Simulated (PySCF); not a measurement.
CH9ClOSi3, SMILES Cl[Si@@H]([SiH2][SiH2]O)C.

The structure is a stationary point at PBE0-D3(BJ)/def2-SVP. The structure was generated by enumeration; whether it is a known compound was not checked. One conformer was computed; it need not be the lowest.

Level of theory: PBE/def2-TZVP run with PySCF.

Gas-phase values at a fixed geometry.

| Property | Value |
|---|---|
| total energy | -1446.83198 hartree |
| highest occupied level | -6.56 eV |
| lowest empty level | -1.40 eV |
| orbital gap | 5.17 eV |
| dipole moment | 0.119 e·Å |
| quadrupole, principal values (traceless, Buckingham form, about the centre of nuclear charge) | -12.77, -4.48, 17.25 D·Å |
